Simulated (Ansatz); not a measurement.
Cost and result up the ladder for the cluster Ga₆ (6 atoms). Total charge 0; singlet. Geometry: r2SCAN-D4/def2-SVP.

```csv
atom,x (Å),y (Å),z (Å)
Ga1,0.0944,1.0626,-1.5686
Ga2,-2.0557,-0.7075,-1.9963
Ga3,1.8685,-0.0261,-0.2570
Ga4,-1.5247,0.4486,0.2423
Ga5,1.5221,0.4114,2.5028
Ga6,0.0953,-1.1890,1.0769
```

Ansatz on 4 threads of Arm Neoverse V2 on a shared host. Times are rough, and most runs start from the orbitals of an earlier one. No level here is sound enough to serve as a yardstick. Binding counts from free atoms at the same level (Ga doublet; other spins of the atoms weren't run), without zero-point energy or a counterpoise term.

Correlated methods freeze 54 core orbitals; core or outer-core shells of Ga are correlated, in sets that lack core-valence functions. Another isomer (singlet) lies 0.78 eV lower at PBE0-D4/def2-TZVP; other spin states weren't run for this one.

Run but left out: BHLYP-D4/def2-TZVP (restricted singlet, unstable in another Hartree–Fock run and untested here).

Correlated methods converge slowly with the basis.

```csv
level,functions,wall time
PBE-D4/def2-TZVP (with forces),288,7.5 s
r2SCAN-D4/def2-TZVP,288,16 s
MP2/def2-TZVP,288,26 s
PBE0-D4/def2-TZVP,288,27 s
```

Problem. Estimate what each level gives for the binding energy per atom (eV).

Solution. 
```json
{"level": "PBE-D4/def2-TZVP (with forces)", "binding energy per atom (eV)": "1.80", "remarks": "restricted SCF unstable in HF"}
{"level": "r2SCAN-D4/def2-TZVP", "binding energy per atom (eV)": "1.76", "remarks": "restricted SCF unstable in HF"}
{"level": "MP2/def2-TZVP", "binding energy per atom (eV)": "1.93", "remarks": "restricted SCF unstable"}
{"level": "PBE0-D4/def2-TZVP", "binding energy per atom (eV)": "1.67", "remarks": "restricted SCF unstable in HF"}
```
